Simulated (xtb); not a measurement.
xtb input (GFN2-xTB):

```bash
xtb mol.xyz --gfn 2 --sp --chrg -1 --uhf 0
```
mol.xyz:
```
4

F      1.72715667    -0.68083241     0.03696662
S      0.19289089     0.32406552     0.04439435
F     -1.42173473     1.19395524     0.03332705
F     -0.64833907    -1.08923931    -0.14921696
```

End of the output:

```
         :::::::::::::::::::::::::::::::::::::::::::::::::::::
         ::                     SUMMARY                     ::
         :::::::::::::::::::::::::::::::::::::::::::::::::::::
         :: total energy             -17.699485174518 Eh    ::
         :: gradient norm              0.006902302639 Eh/a0 ::
         :: HOMO-LUMO gap              3.167481698015 eV    ::
         ::.................................................::
         :: SCC energy               -17.702968556441 Eh    ::
         :: -> isotropic ES            0.184882263254 Eh    ::
         :: -> anisotropic ES         -0.008406040713 Eh    ::
         :: -> anisotropic XC          0.000280555055 Eh    ::
         :: -> dispersion             -0.001694253258 Eh    ::
         :: repulsion energy           0.003483381923 Eh    ::
         :: add. restraining           0.000000000000 Eh    ::
         :: total charge              -1.000000000000 e     ::
         :::::::::::::::::::::::::::::::::::::::::::::::::::::

           -------------------------------------------------
          |                Property Printout                |
           -------------------------------------------------

    * Orbital Energies and Occupations

         #    Occupation            Energy/Eh            Energy/eV
      -------------------------------------------------------------
         1        2.0000           -0.6101280             -16.6024
         2        2.0000           -0.5445945             -14.8192
         3        2.0000           -0.5366713             -14.6036
         4        2.0000           -0.4853185             -13.2062
         5        2.0000           -0.3328842              -9.0582
         6        2.0000           -0.3136725              -8.5355
         7        2.0000           -0.3108396              -8.4584
         8        2.0000           -0.2814432              -7.6585
         9        2.0000           -0.2500597              -6.8045
        10        2.0000           -0.2434910              -6.6257
        11        2.0000           -0.2414138              -6.5692
        12        2.0000           -0.2412634              -6.5651
        13        2.0000           -0.2268023              -6.1716
        14        2.0000           -0.1504557              -4.0941 (HOMO)
Note: The following floating-point exceptions are signalling: IEEE_DENORMAL
normal termination of xtb
        15                         -0.0340529              -0.9266 (LUMO)
        16                          0.0423770               1.1531
        17                          0.2207987               6.0082
        18                          0.2351241               6.3981
        19                          0.2573753               7.0035
        20                          0.4057570              11.0412
        21                          0.7442830              20.2530
      -------------------------------------------------------------
                  HL-Gap            0.1164028 Eh            3.1675 eV
             Fermi-level           -0.0922543 Eh           -2.5104 eV

     #   Z          covCN         q      C6AA      α(0)
     1   9 F        0.762    -0.488    14.680     4.525
     2  16 S        2.309     0.244   131.476    19.299
     3   9 F        0.762    -0.488    14.680     4.525
     4   9 F        0.786    -0.269    11.977     4.088

 Mol. C6AA /au·bohr⁶  :        495.765644
 Mol. C8AA /au·bohr⁸  :      15523.345998
 Mol. α(0) /au        :         32.437304

Wiberg/Mayer (AO) data.
largest (>0.10) Wiberg bond orders for each atom

 ---------------------------------------------------------------------------
     #   Z sym  total        # sym  WBO       # sym  WBO       # sym  WBO
 ---------------------------------------------------------------------------
     1   9 F    0.831 --     2 S    0.751
     2  16 S    2.537 --     4 F    1.036     3 F    0.751     1 F    0.751
     3   9 F    0.831 --     2 S    0.751
     4   9 F    1.090 --     2 S    1.036
 ---------------------------------------------------------------------------

Topologies differ in total number of bonds
Writing topology from bond orders to xtbtopo.mol

molecular dipole:
                 x           y           z       tot (Debye)
 q only:        0.138       0.231       0.032
   full:        0.023       0.039       0.005       0.116
molecular quadrupole (traceless):
                xx          xy          yy          xz          yz          zz
 q only:       -6.904       6.567       0.216      -0.171      -0.254       6.688
  q+dip:       -7.838       6.837      -0.427      -0.299      -0.464       8.265
   full:       -7.344       6.921       0.160      -0.193      -0.288       7.184

           -------------------------------------------------
          | TOTAL ENERGY              -17.699485174518 Eh   |
          | GRADIENT NORM               0.006902302639 Eh/α |
          | HOMO-LUMO GAP               3.167481698015 eV   |
           -------------------------------------------------

------------------------------------------------------------------------
------------------------------------------------------------------------
 total:
 SCF:
```
